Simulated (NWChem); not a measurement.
All runs are NWChem calculations. System: H$_{4}$AlP, charge 0, spin multiplicity 1, at a geometry optimised with PBE/def2-SVP. The structure started from a generated list of species. Level: G0W0@PBE0/def2-TZVPD, RI basis def2-tzvpd-rifit.

Input file:

```
start mol
memory heap 200 mb stack 700 mb global 1700 mb
geometry units angstroms nocenter noautoz
  Al     0.228050     1.180882     0.000000
  H      0.419886     1.944593    -1.394404
  H      0.419886     1.944593     1.394404
  P     -0.109353    -1.135246     0.000000
  H     -1.082063    -1.105984    -1.061710
  H     -1.082063    -1.105984     1.061710
  symmetry group Cs
end
basis spherical
  * library def2-tzvpd
end
basis "ri basis" bse spherical
  * library def2-tzvpd-rifit
end
dft
  xc pbe0
  iterations 100
  direct
  tolerances tight
end
task dft energy
gw
  states alpha occ 4 vir 2
end
task dft gw
```

NWChem printed:

```
             Northwest Computational Chemistry Package (NWChem) 7.3.0
             --------------------------------------------------------

                                NWChem Input Module
                                -------------------

 Scaling coordinates for geometry "geometry" by  1.889725989
 (inverse scale =  0.529177249)

 Turning off AUTOSYM since
 SYMMETRY directive was detected!

                             Geometry "geometry" -> ""
                             -------------------------

 Output coordinates in angstroms (scale by  1.889725989 to convert to a.u.)

  No.       Tag          Charge          X              Y              Z
 ---- ---------------- ---------- -------------- -------------- --------------
    1 Al                  13.0000     0.22805000     1.18088200     0.00000000
    2 H                    1.0000     0.41988600     1.94459300    -1.39440400
    3 H                    1.0000     0.41988600     1.94459300     1.39440400
    4 P                   15.0000    -0.10935300    -1.13524600     0.00000000
    5 H                    1.0000    -1.08206300    -1.10598400    -1.06171000
    6 H                    1.0000    -1.08206300    -1.10598400     1.06171000

 Effective nuclear repulsion energy (a.u.)      74.1843316899

            Nuclear Dipole moment (a.u.)
            ----------------------------
        X                 Y               Z
 ---------------- ---------------- ----------------
     0.0000018897    -0.0000113384     0.0000000000

      Symmetry information
      --------------------

 Group name             Cs
 Group number              2
 Group order               2
 No. of unique centers     4

      Symmetry unique atoms

     1    2    4    5


 Summary of "ao basis" -> "" (spherical)
 ------------------------------------------------------------------------------
       Tag                 Description            Shells   Functions and Types
 ---------------- ------------------------------  ------  ---------------------
 *                         def2-tzvpd                 on all atoms

 new library libraries.bse/

 Summary of "ri basis" -> "" (spherical)
 ------------------------------------------------------------------------------
       Tag                 Description            Shells   Functions and Types
 ---------------- ------------------------------  ------  ---------------------
 *                      def2-tzvpd-rifit              on all atoms

                                 NWChem DFT Module
                                 -----------------

 Summary of "ao basis" -> "ao basis" (spherical)
 ------------------------------------------------------------------------------
       Tag                 Description            Shells   Functions and Types
 ---------------- ------------------------------  ------  ---------------------
 Al                        def2-tzvpd               15       43   6s5p3d1f
 H                         def2-tzvpd                5        9   3s2p
 P                         def2-tzvpd               15       43   6s5p3d1f

 Summary of "ao basis" -> "ao basis" (spherical)
 ------------------------------------------------------------------------------
       Tag                 Description            Shells   Functions and Types
 ---------------- ------------------------------  ------  ---------------------
 Al                        def2-tzvpd               15       43   6s5p3d1f
 H                         def2-tzvpd                5        9   3s2p
[...]
    78      0.386328  4 P  py                66     -0.227528  4 P  s
    81      0.222955  4 P  py                17     -0.210642  1 Al py
    65     -0.185080  4 P  s                 75      0.157806  4 P  py
    69     -0.144366  4 P  py                77     -0.144760  4 P  px
    64      0.114884  4 P  s                 16     -0.094222  1 Al px

 Vector   17  Occ=0.000000D+00  E=-6.268004D-02  Symmetry=a'
              MO Center=  1.2D-01,  1.1D+00,  6.6D-15, r^2= 4.4D+00
   Bfn.  Coefficient  Atom+Function         Bfn.  Coefficient  Atom+Function
  ----- ------------  ---------------      ----- ------------  ---------------
    19      0.583412  1 Al px                16      0.425710  1 Al px
     7     -0.102703  1 Al px                20     -0.102060  1 Al py
    66     -0.094506  4 P  s                 80     -0.089263  4 P  px
    10     -0.086764  1 Al px                78      0.081187  4 P  py
    17     -0.079633  1 Al py               107      0.071898  5 H  s

 Vector   18  Occ=0.000000D+00  E=-3.753618D-03  Symmetry=a'
              MO Center= -2.9D-01, -3.2D-01,  2.5D-13, r^2= 9.6D+00
   Bfn.  Coefficient  Atom+Function         Bfn.  Coefficient  Atom+Function
  ----- ------------  ---------------      ----- ------------  ---------------
     5      1.954109  1 Al s                 67     -1.612598  4 P  s
     6     -0.944251  1 Al s                 65      0.370815  4 P  s
    81     -0.366250  4 P  py               107      0.327824  5 H  s
   116      0.327824  6 H  s                 46     -0.311003  2 H  s
    55     -0.311003  3 H  s                 36     -0.234587  1 Al d  2

 Vector   19  Occ=0.000000D+00  E= 4.061746D-03  Symmetry=a"
              MO Center=  6.2D-02, -6.0D-01,  1.2D-13, r^2= 5.2D+00
   Bfn.  Coefficient  Atom+Function         Bfn.  Coefficient  Atom+Function
  ----- ------------  ---------------      ----- ------------  ---------------
    79      0.286396  4 P  pz                96     -0.269119  4 P  d  1
    33     -0.207059  1 Al d -1              21      0.196758  1 Al pz
   111     -0.191231  5 H  px               120      0.191231  6 H  px
   106      0.187805  5 H  s                115     -0.187805  6 H  s
    35     -0.169193  1 Al d  1             107     -0.156522  5 H  s

 center of mass
 --------------
 x =   0.04363618 y =  -0.04909716 z =   0.00000000

 moments of inertia (a.u.)
 ------------------
         334.897151940460         -54.303364959551           0.000000000000
         -54.303364959551          38.021916542232           0.000000000000
           0.000000000000           0.000000000000         328.700352697788

     Multipole analysis of the density
     ---------------------------------

     L   x y z        total         alpha         beta         nuclear
     -   - - -        -----         -----         ----         -------
     0   0 0 0     -0.000000    -16.000000    -16.000000     32.000000

     1   1 0 0     -0.219964     -0.109983     -0.109983      0.000002
     1   0 1 0      0.153794      0.076902      0.076902     -0.000011
     1   0 0 1      0.000000      0.000000      0.000000      0.000000

     2   2 0 0    -19.705681    -16.191102    -16.191102     12.676524
     2   1 1 0     -0.148654    -16.839659    -16.839659     33.530664
     2   1 0 1     -0.000000     -0.000000     -0.000000      0.000000
     2   0 2 0    -24.632073    -97.074011    -97.074011    169.515949
     2   0 1 1     -0.000000     -0.000000     -0.000000      0.000000
     2   0 0 2    -22.981175    -22.459435    -22.459435     21.937695

 Task  times  cpu:        7.3s     wall:        7.3s

                                NWChem Input Module
                                -------------------

                                 NWChem GW Module
                                 ----------------

                             ***********************
                             ***        GW       ***
                             ***********************

 Summary of "ri basis" -> "ri basis" (spherical)
 ------------------------------------------------------------------------------
       Tag                 Description            Shells   Functions and Types
 ---------------- ------------------------------  ------  ---------------------
 Al                     def2-tzvpd-rifit            33      129   10s8p7d6f2g
 H                      def2-tzvpd-rifit            10       24   5s3p2d
 P                      def2-tzvpd-rifit            33      129   10s8p7d6f2g

                 Memory Information
                 ------------------
          Available GA per process is          1699.9 MBs
          Available stack per process is        700.0 MBs
          Available heap per process is           0.0 MBs

          Peak memory in Initialization
              Peak GA per process is                  7.0 MBs
              Peak stack per process is               0.2 MBs
              Peak heap per process is                7.4 MBs
              Memory not in MA per process            0.0 MBs

          Peak memory in AFF Calculation
              Peak GA per process is                 32.4 MBs
              Peak stack per process is              21.9 MBs
              Peak heap per process is                0.0 MBs
              Memory not in MA per process           21.9 MBs

          Computing 2-center integrals
          Computing Inverse Cholesky factor
          Computing 3-center integrals
          Computing V_xc ...

          Computing Sigma_x
          Computing RPA polarizability
          Solving quasiparticle equations

                  Alpha Orbitals
          State     Energy (eV)     Error (eV)
          -----------------------------------
@GW        13        -13.023           0.005
@GW        14        -10.960           0.005
@GW        15        -10.874           0.005
@GW        16         -9.183           0.004
@GW        17         -0.012           0.004
@GW        18          1.148           0.003

   Applying  -1.8999 eV scissor-shift to rest of particle states

   Applying   1.6932 eV scissor-shift to rest of hole states

     GW Timing Statistics
   ------------------------
   Init.   :          0.1s
     ERIs  :          0.7s
     Distr.:          0.0s
     Vxc   :          1.0s
   Sigma_x :          0.0s
   RPA     :          0.8s
   Wmn     :          0.0s
   Sigma_c :          0.0s
   GW total:          2.6s

 Task  times  cpu:        2.6s     wall:        2.6s

 Total times  cpu:        9.9s     wall:        9.9s
```
